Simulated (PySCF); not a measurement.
# Correlation energy of Mg (magnesium, neutral)

[Ne] 3s1 3p1, high-spin 3P determinant (an excited configuration). Calculation: PySCF 2.14, in aug-cc-pCVQZ-DK; the spin-free X2C one-electron Hamiltonian (Gaussian nucleus). Frozen: 1s2; 10 electrons correlated.

MP2 pair energies summed by pair of shells (mhartree):

```tsv
pair	energy	share (%)
2p-2p	-202.30	67.7
2s-2p	-71.57	24.0
2s-2s	-10.64	3.6
2p-3s	-7.28	2.4
2p-3p	-3.35	1.1
3s-3p	-2.43	0.8
2s-3s	-0.78	0.3
2s-3p	-0.47	0.2
```

Total MP2 correlation energy: -298.81 mhartree.

Same-spin part -77.57 and opposite-spin part -221.24 mhartree; SCS-MP2 scales them by 1/3 and 6/5 to -291.35 mhartree.
